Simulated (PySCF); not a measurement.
## Electronic absorption of PAs3SSS nortricyclane

Species: PAs3SSS nortricyclane, As3PS3.
Z-matrix (Å and degrees, PBE0-D3(BJ)/def2-SVP geometry), rows numbered from 1:
```
P 
S   1  2.1073
As  2  2.2384  1  104.47
As  3  2.4748  2  100.27  1    30.24
S   1  2.1081  2  101.86  3   -52.35
As  4  2.4735  3   60.02  2   -95.79
S   1  2.1074  2  101.88  3    52.60
```

Level of theory: PySCF, TDDFT wB97X-D/def2-SVPD, vertical, gas phase, core orbitals frozen in the response. The wB97X-D/def2-SVPD calculation is non-relativistic and has no spin–orbit coupling, an omission that weighs most on arsenic.

Problem. What does the calculation give for the low-lying excited states?

Solution. 

| state | E (eV) | λ (nm) | ν̃ (cm⁻¹) | f | \|μ\| (D) | symmetry | main configurations (H = HOMO, L = LUMO) |
| --- | --- | --- | --- | --- | --- | --- | --- |
| S1 | 3.73 | 332.0 | 30120 | 0.0003 | 0.15 | – | H-1/H→L (97%) |
| S2 | 3.74 | 331.4 | 30170 | 0.0003 | 0.16 | – | H-1/H→L (97%) |
| S3 | 4.23 | 293.2 | 34100 | 0.0000 | 0.01 | – | H-2→L (92%) |
| S4 | 4.62 | 268.6 | 37230 | 0.013 | 0.88 | A1 | H-3→L (96%) |
| S5 | 4.69 | 264.3 | 37840 | 0.0000 | 0.02 | – | H-1/H→L+2 (≥48%), H-1/H→L+3 (≥45%) |
| S6 | 4.74 | 261.7 | 38210 | 0.0000 | 0.05 | – | H-1/H→L+1 (≥54%), H-1/H→L+3 (≥20%), H-1/H→L+2 (≥20%) |
| S7 | 4.74 | 261.5 | 38240 | 0.0000 | 0.04 | – | H-1/H→L+1 (≥50%), H-1/H→L+3 (≥23%), H-1/H→L+2 (≥22%) |
| S8 | 4.95 | 250.3 | 39940 | 0.0007 | 0.19 | – | H-1/H→L+3 (≥49%), H-1/H→L+2 (≥46%) |
| S9 | 5.12 | 242.0 | 41330 | 0.0001 | 0.06 | – | H-1/H→L+4 (≥52%), H-1/H→L+5 (≥42%) |

Triplets, Tamm–Dancoff:

```tsv
state	E (eV)	λ (nm)	main configurations (H = HOMO, L = LUMO)
T1	3.47	357.7	H-1/H→L (≥95%)
T2	3.47	357.1	H-1/H→L (≥95%)
T3	3.93	315.8	H-2→L (87%)
```

The lowest singlet level (S1/S2) lies at 3.73 eV (332 nm, ultraviolet) and is very weak. The strongest level in the table is S4 at 4.62 eV (269 nm, f = 0.013). S1/S2 and S6/S7 lie within about 0.01 eV of each other in each set; the point group C3v has degenerate representations, and within a degenerate level the listed configurations can mix freely. Löwdin shares by element: HOMO (one of a set within 0.03 eV) arsenic 64%, sulfur 18% or more (atoms not listed hold the other 19%); LUMO arsenic 52%, sulfur 14% or more (atoms not listed hold the other 34%). Of the 9 states listed, 1 reaches f = 0.01 and 7 stay under 0.0005. Weighted by f, the mean energy of these states is 4.59 eV. The oscillator strengths of these states sum to 0.015; summed over the whole spectrum of an exact calculation they would give the number of electrons, 162 (Thomas–Reiche–Kuhn). Symmetry labels in C3v follow from the direction of the transition dipole and are given only for states with f of 0.002 or more. Orbitals of the list HOMO-3 to LUMO+2 that lie within 0.01 eV of each other are written together with a slash and their weights summed (≥ marks a lower bound); for degenerate orbitals outside that list single weights are arbitrary. The window holds the lowest 10 singlets. The highest level found (5.14 eV, f 0.029 so far) is left out, since the window may have cut off a degenerate partner.

One conformer stands for the species.
